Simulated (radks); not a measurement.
Values are calculated unless marked as measured or tabulated.
Valence configurations of Ge+ (all share [Ar]). Code: a radial shooting solver on a logarithmic mesh with Libxc functionals. Model: scalar-relativistic Kohn-Sham, BLYP, spin-polarised, spherical densities, point nucleus; open shells are filled with parallel spins first. Energies are relative to 3d10 4s2 4p1; eigenvalues in eV for spin up.

| valence | E (eV) | moment (Bohr magnetons) | e(3d) | e(4p) | e(4s) |
|---|---|---|---|---|---|
| 3d10 4s2 4p1 | 0.000 | 1 | -38.187 | -11.526 | -20.161 |
| 3d10 4s1.5 4p1.5 | 3.771 | 2 | -38.997 | -12.136 | -20.927 |
| 3d10 4s1 4p2 | 7.235 | 3 | -39.726 | -12.678 | -21.608 |
| 3d9.5 4s2 4p1.5 | 14.176 | 2 | -43.585 | -12.615 | -21.757 |
| 3d10 4p3 | 16.239 | 3 | -41.325 | -13.382 | - |
| 3d9 4s2 4p2 | 30.185 | 3 | -49.124 | -13.666 | -23.296 |
| 3d9 4s1 4p3 | 37.474 | 5 | -50.426 | -14.649 | -24.517 |
| 3d8.5 4s1.5 4p3 | 51.901 | 5 | -55.432 | -15.163 | -25.374 |
| 3d8 4s2 4p3 | 67.940 | 5 | -60.612 | -15.689 | -26.236 |
| 3d8 4s1 4p4 | 78.290 | 5 | -62.169 | -16.395 | -27.166 |

NIST lists [Ar] 3d10 4s2 4p1 as the ground configuration; this level of theory agrees among the configurations tried. The energies are those of spherical high-spin densities, not of single terms.
